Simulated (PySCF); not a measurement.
# Ar⁺ (argon, charge +1) across methods

[Ne] 3s2 3p5, 2P determinant. Computed with PySCF 2.14 in dyall-av2z (13s9p2d, 50 functions), with the non-relativistic Hamiltonian (point nucleus).

```csv
method,E (hartree),mean ε 3s β (eV),mean ε 3p α (eV),mean ε 3p β (eV),Σ⟨r²⟩ (bohr²),⟨S²⟩
TPSS,-526.9721,-36.106,-22.823,-21.703,20.18,0.752
LDA,-525.3389,-35.814,-22.712,-21.597,20.31,0.751
PBE,-526.7492,-35.726,-22.655,-21.532,20.25,0.752
UHF,-526.26145,-44.757,-29.161,-27.579,20.32,0.756
PBE0,-526.7906,-38.294,-24.534,-23.319,20.20,0.752
r2SCANh,-526.9153,-37.336,-23.915,-22.616,20.20,0.754
r2SCAN,-526.9154,-36.420,-23.243,-21.962,20.20,0.753
PBEsol,-526.0092,-35.654,-22.596,-21.456,20.26,0.751
B97-3,-526.8896,-38.562,-24.564,-23.441,20.21,0.752
```
